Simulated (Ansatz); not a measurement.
# Si2H3F3 (SMILES F[Si](F)(F)[SiH3]): the energy to break a bond

Si2H3F3: 8 atoms, total charge 0, spin state singlet. As SMILES, `F[Si](F)(F)[SiH3]`. Geometry: optimised at r2SCAN/def2-SVP.

| atom | x (Å) | y (Å) | z (Å) |
| --- | --- | --- | --- |
| F | 1.3219 | -1.0568 | 1.5289 |
| Si | 0.5324 | -0.9868 | 0.1280 |
| F | -0.5000 | -2.2216 | 0.1070 |
| F | 1.6121 | -1.2559 | -1.0351 |
| Si | -0.5501 | 1.0493 | -0.1525 |
| H | -1.5308 | 1.2303 | 0.9564 |
| H | 0.4641 | 2.1422 | -0.1228 |
| H | -1.2573 | 1.0423 | -1.4655 |

Wanted: the dissociation energy of the H6–Si5 bond into doublet H and doublet Si2H2F3 (shapes relaxed at r2SCAN/def2-SVP, no zero-point term). 1 Eh = 2625.50 kJ/mol = 27.2114 eV. Totals in Eh; open shells run unrestricted unless said.

```tsv
level	program	Si2H3F3	doublet H	doublet Si2H2F3
PBE/def2-SVP	Ansatz	-879.485270	-0.498629	-878.845854
B3LYP/def2-SVP	Ansatz	-880.113761	-0.501259	-879.465966
wB97M-V/def2-SVP	Ansatz	-879.954789	-0.491712	-879.312827
```

**Question.** Work out the dissociation energy at each level.

**Answer.** 
1. PBE/def2-SVP: (-0.498629) + (-878.845854) − (-879.485270) = 0.140787 Eh = 369.6 kJ/mol = 3.83 eV.
2. B3LYP/def2-SVP: (-0.501259) + (-879.465966) − (-880.113761) = 0.146536 Eh = 384.7 kJ/mol = 3.99 eV.
3. wB97M-V/def2-SVP: (-0.491712) + (-879.312827) − (-879.954789) = 0.150250 Eh = 394.5 kJ/mol = 4.09 eV.

The levels span 370 to 394 kJ/mol; no measured value is set beside them. A bond enthalpy at 298 K also holds the loss of zero-point energy and thermal terms.
